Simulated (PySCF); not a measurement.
Record of a relaxation.

C4H10Si.
Numbering: `[CH2:1]1[CH2:2][CH2:3][SiH2:4][CH2:5]1` (hydrogens: H6, H7 on C1; H8, H9 on C2; H10, H11 on C3; H12, H13 on Si4; H14, H15 on C5)

Computed by this run: PBE0-D3(BJ)/def2-SVP geometry optimisation, gas phase (PySCF); density fitting, grid level 1; the optimiser is geomeTRIC in internal coordinates, started from a GFN2-xTB structure with every atom displaced at random (about 0.01 Å). The frame can shift and turn from step to step; on so coarse a grid that alone can change the energy by a few meV, and forces under 0.02 eV/Å are noise.

Step 0: E = -12175.0764 eV, largest atomic force 2.670 eV/Å
```
atom  x, y, z in Å  |  force x, y, z in eV/Å
C1     -0.936   -0.877   -0.225   -0.764   1.320  -0.018
C2     -1.141    0.603    0.179    0.738  -0.706  -0.311
C3      0.084    1.379   -0.282    0.792  -0.128   1.099
Si4     1.588    0.184    0.026   -2.648  -0.236  -0.245
C5      0.406   -1.328    0.270    0.551   0.504   0.761
H6     -1.770   -1.467    0.159   -0.195  -0.416   0.049
H7     -0.971   -0.921   -1.319   -0.076  -0.123  -0.305
H8     -1.203    0.667    1.265   -0.150  -0.030   0.531
H9     -2.052    1.032   -0.225   -0.563   0.112  -0.212
H10     0.015    1.615   -1.324   -0.028   0.247  -1.123
H11     0.177    2.327    0.263    0.094   0.177  -0.034
H12     2.445    0.056   -1.126    0.749  -0.062  -0.765
H13     2.305    0.519    1.218    0.811   0.263   0.998
H14     0.709   -2.223   -0.227    0.527  -0.995  -0.512
H15     0.330   -1.583    1.340    0.161   0.074   0.086
```

Step 1: E = -12175.2876 eV, largest atomic force 0.252 eV/Å
```
atom  x, y, z in Å  |  force x, y, z in eV/Å
C1     -0.632   -0.854   -0.296    0.008  -0.081  -0.011
C2     -0.769    0.618    0.096   -0.207   0.112   0.089
C3      0.483    1.380   -0.359    0.066  -0.063  -0.233
Si4     1.881    0.121   -0.041    0.053   0.088   0.055
C5      0.726   -1.375    0.206    0.022  -0.087  -0.148
H6     -1.471   -1.458    0.091    0.019   0.039  -0.011
H7     -0.673   -0.934   -1.397    0.003  -0.004   0.000
H8     -0.854    0.686    1.197   -0.013  -0.016  -0.047
H9     -1.697    1.061   -0.312    0.095  -0.050   0.029
H10     0.425    1.609   -1.443    0.031  -0.084   0.180
H11     0.608    2.341    0.158    0.023   0.022   0.041
H12     2.831   -0.013   -1.196   -0.064  -0.011   0.069
H13     2.687    0.447    1.186   -0.051  -0.055  -0.109
H14     1.042   -2.302   -0.305   -0.010   0.155   0.041
H15     0.665   -1.618    1.279    0.025   0.036   0.054
```

Step 2: E = -12175.2921 eV, largest atomic force 0.066 eV/Å
```
atom  x, y, z in Å  |  force x, y, z in eV/Å
C1     -0.633   -0.853   -0.297    0.022  -0.034   0.000
C2     -0.775    0.618    0.099   -0.031   0.034   0.026
C3      0.483    1.376   -0.357   -0.002   0.018  -0.017
Si4     1.879    0.123   -0.040    0.015   0.036   0.027
C5      0.728   -1.369    0.203   -0.037  -0.049  -0.026
H6     -1.471   -1.457    0.088    0.002  -0.001   0.003
H7     -0.673   -0.932   -1.398   -0.003   0.003   0.001
H8     -0.864    0.685    1.198    0.001  -0.007  -0.008
H9     -1.698    1.060   -0.312    0.018  -0.002  -0.013
H10     0.430    1.598   -1.437    0.003  -0.023   0.019
H11     0.612    2.338    0.160    0.004   0.002   0.001
H12     2.824   -0.015   -1.194   -0.007  -0.001  -0.002
H13     2.688    0.439    1.181    0.002  -0.015  -0.016
H14     1.050   -2.288   -0.310    0.009   0.021   0.000
H15     0.674   -1.610    1.279    0.005   0.017   0.004
```

Step 3: E = -12175.2925 eV, largest atomic force 0.025 eV/Å
```
atom  x, y, z in Å  |  force x, y, z in eV/Å
C1     -0.633   -0.854   -0.296    0.013   0.000  -0.003
C2     -0.776    0.619    0.100    0.003  -0.001   0.007
C3      0.482    1.376   -0.354   -0.004   0.009   0.023
Si4     1.879    0.125   -0.039   -0.001   0.005   0.007
C5      0.728   -1.369    0.202   -0.019  -0.008  -0.001
H6     -1.470   -1.459    0.089   -0.001   0.000   0.004
H7     -0.673   -0.932   -1.397   -0.006   0.001   0.000
H8     -0.868    0.685    1.199   -0.001  -0.002   0.001
H9     -1.698    1.060   -0.314   -0.001   0.001  -0.010
H10     0.430    1.594   -1.434    0.002  -0.005  -0.012
H11     0.611    2.340    0.161   -0.004  -0.001  -0.005
H12     2.820   -0.013   -1.195    0.001   0.002  -0.009
H13     2.691    0.435    1.179    0.008  -0.003   0.003
H14     1.053   -2.285   -0.314    0.008  -0.003  -0.004
H15     0.677   -1.610    1.278    0.001   0.005  -0.001
```

Step 4: E = -12175.2926 eV, largest atomic force 0.022 eV/Å
```
atom  x, y, z in Å  |  force x, y, z in eV/Å
C1     -0.632   -0.854   -0.296    0.003   0.007  -0.005
C2     -0.777    0.618    0.101    0.010  -0.007  -0.002
C3      0.481    1.377   -0.351   -0.002   0.001   0.022
Si4     1.879    0.127   -0.038   -0.004  -0.007  -0.002
C5      0.729   -1.369    0.200   -0.001   0.008   0.003
H6     -1.469   -1.460    0.089    0.000  -0.001   0.003
H7     -0.674   -0.931   -1.397   -0.004  -0.001   0.000
H8     -0.871    0.684    1.200   -0.002   0.001   0.002
H9     -1.698    1.059   -0.316   -0.004   0.001  -0.002
H10     0.430    1.593   -1.432    0.002   0.002  -0.010
H11     0.609    2.341    0.163   -0.004   0.001  -0.004
H12     2.818   -0.008   -1.197    0.000   0.003  -0.005
H13     2.695    0.431    1.179    0.005   0.001   0.004
H14     1.055   -2.283   -0.317    0.003  -0.006  -0.001
H15     0.679   -1.610    1.276   -0.002  -0.002  -0.002
```

Q: Summarise the path.

A: The energy falls by 0.2163 eV from step 0 to step 4; nine tenths of that is first reached at step 1. It falls at every step. The largest force goes from 2.670 to 0.022 eV/Å. Among the bonds Si4–H13 changes most, from 1.431 to 1.497 Å; the atoms move by 0.038 Å rms after alignment.

Q: Follow the three bonds and two angles with the largest change from start to end.

A: 
```csv
step,E above end (eV),largest force (eV/Å),Si4–H13 (Å),Si4–H12 (Å),C3–Si4 (Å),H12–Si4–H13 (°),C3–Si4–C5 (°)
0,0.2163,2.670,1.431,1.441,1.945,112.9,91.6
1,0.0050,0.252,1.505,1.502,1.908,107.9,95.5
2,0.0005,0.066,1.498,1.497,1.902,107.9,95.4
3,0.0001,0.025,1.497,1.497,1.901,107.8,95.4
4,0.0000,0.022,1.497,1.497,1.901,107.8,95.3
```

What follows is the cost of the whole optimisation. Time: 29 s; peak memory 0.51 GiB. Hardware: an Arm Neoverse V2 with one thread, on a shared host.
